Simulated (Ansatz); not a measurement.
`C[CH2][Ge][OH]` + H–F → `C[CH2][Ge][F]` + H₂O at 600 K and 1 bar (ligand exchange at a Ge–O bond).

Gas-phase electronic energies from Ansatz, PBE0-D4/def2-TZVP geometries. CCSD(T)/CBS adds triple-zeta CCSD(T) − MP2 to the extrapolated MP2 energy (def2 sets, frozen cores). This one scheme is used for every species. For Ge outer-core shells are correlated without core-valence functions, which leaves a few kJ/mol of doubt a bond. Scalar relativity is left out up to krypton. Each species was taken in one conformer, which may not be the lowest.

| species | CCSD(T)/CBS energy (Eh) | H − E (kJ/mol) | S (J/(mol·K)) |
| --- | --- | --- | --- |
| `C[CH2][Ge][OH]` | -2231.01233 | 259.1 | 409.0 |
| H–F | -100.39570 | 42.3 | 194.0 |
| `C[CH2][Ge][F]` | -2255.03793 | 224.0 | 410.6 |
| H₂O | -76.37941 | 76.8 | 212.8 |

H − E and S are ideal-gas, rigid-rotor, harmonic terms from PBE0-D4/def2-TZVP, for one conformer and one mirror image of each species. 1 Eh = 2625.50 kJ/mol, R = 8.31446 J/(mol·K).

**Question.** By hand: ΔE, ΔH, ΔS and ΔG.

**Answer.** ΔE = (-2255.03793) + (-76.37941) − (-2231.01233) − (-100.39570) = -0.00931 Eh = -24.4 kJ/mol. Δ(H − E) = 224.0 + 76.8 − 259.1 − 42.3 = -0.6, so ΔH = -25.0 kJ/mol. ΔS = 410.6 + 212.8 − 409.0 − 194.0 = 20.4 J/(mol·K). ΔG = -25.0 − 600 × (20.4)/1000 = -37.2 kJ/mol.

**Question.** By hand: the equilibrium constant, and the temperature at which ΔG would vanish if ΔH and ΔS stayed fixed.

**Answer.** log₁₀ K = −ΔG/(RT ln 10) = 3.2. ΔH and −TΔS have one sign here, so there is no such temperature.

TΔS isn't small against ΔH here. A doubt of 5 kJ/mol in ΔE shifts log₁₀ K by 0.4 here. Other conformers and mirror images would add mixing entropy, several J/(mol·K) or more a flexible species. Modes under 60 cm⁻¹, often nearly free rotors, make the harmonic entropy too high. These are equilibria of isolated gas molecules and say nothing of rates. Largest T1 diagnostic: 0.014 (customary marks: 0.02 for closed shells, 0.045 for open ones).
